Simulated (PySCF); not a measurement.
Compound: C7H5F2 (doublet state).
Numbering: `[CH2:1][c:2]1[cH:3][cH:4][c:5]([F:6])[c:7]([F:8])[cH:9]1` (hydrogens: H10, H11 on C1; H12 on C3; H13 on C4; H14 on C9)

Cartesian coordinates in Å at the GFN2-xTB level; atoms count from 1:
```
atom  x, y, z in Å
C1     2.3271    0.0673   -0.0158
C2     0.9508    0.0180   -0.0107
C3     0.2458   -1.1786   -0.3303
C4    -1.1235   -1.2249   -0.3232
C5    -1.8562   -0.0864    0.0003
F6    -3.1977   -0.1382    0.0045
C7    -1.1936    1.1027    0.3187
F8    -1.9100    2.1974    0.6319
C9     0.1737    1.1659    0.3156
H10    2.9130   -0.7993   -0.2603
H11    2.8520    0.9728    0.2259
H12    0.8142   -2.0607   -0.5803
H13   -1.6582   -2.1307   -0.5636
H14    0.6619    2.0943    0.5649
```

The hyperfine couplings belong to this conformer and change with its torsions.

Method used: UKS B3LYP, pcH-1 on C F H, non-relativistic, mean-field spin-orbit, GIAO (PySCF). Isolated species at its GFN2-xTB geometry, gas phase. Couplings are sensitive to structure, and on GFN2-xTB geometries they can be far from those on DFT ones. Stability of the SCF solution: not tested. ⟨S²⟩ is 0.782 where a pure state has 0.75.

Q: Where do the isotropic ENDOR lines of C1, C2, C5, C7, C3, C9, C4, F6, H11 and H10 fall at 3370.8 mT, to first order?

A: ν± = |νn ± a/2|, one line for each electron-spin manifold; νn = |g_N| × 7.62259 MHz/T × B.

```
nuclei  isotope     g_N  νn (MHz)  a_iso (MHz)  lower line (MHz)  upper line (MHz)
    C1      13C  1.4048     36.10        59.09              6.55             65.64
    C2      13C  1.4048     36.10       -41.94             15.13             57.07
    C5      13C  1.4048     36.10        30.56             20.82             51.37
    C7      13C  1.4048     36.10       -25.87             23.16             49.03
    C3      13C  1.4048     36.10        24.85             23.67             48.52
    C9      13C  1.4048     36.10        23.84             24.18             48.02
    C4      13C  1.4048     36.10       -22.68             24.76             47.43
    F6      19F  5.2577    135.09        47.06            111.56            158.62
   H11       1H  5.5857    143.52       -45.19            120.93            166.11
   H10       1H  5.5857    143.52       -45.16            120.94            166.10
```

The rows for 13C, of low natural abundance, apply to labelled samples.

Q: Which pairs are centred on the nuclear Larmor frequency, and which on half the coupling?

A: Centred on νn, since |a| < 2νn: C1, C2, C5, C7, C3, C9, C4, F6, H11 and H10. No pair has |a| > 2νn.

Q: At what field would the lower line of F6 fall to zero frequency?

A: Where νn = |a|/2, that is B = 23.53 MHz/(5.2577 × 7.62259 MHz/T) = 587 mT, as far as first order holds there.

Couplings of abundant isotopes left out: F8 (-17.3 MHz), H12 (-16.9 MHz), H14 (-16.3 MHz) and H13 (7.0 MHz).

H10 and H11 aren't averaged: C1 is flat or nearly so (angle sum 360°), and its turn about the short C1–C2 bond (1.38 Å) is taken as slow.

The run took 63 s wall (grids of density and orbitals included) on one thread of an Arm Neoverse V2, shared host, and the process peaked at 1.0 GiB of memory.
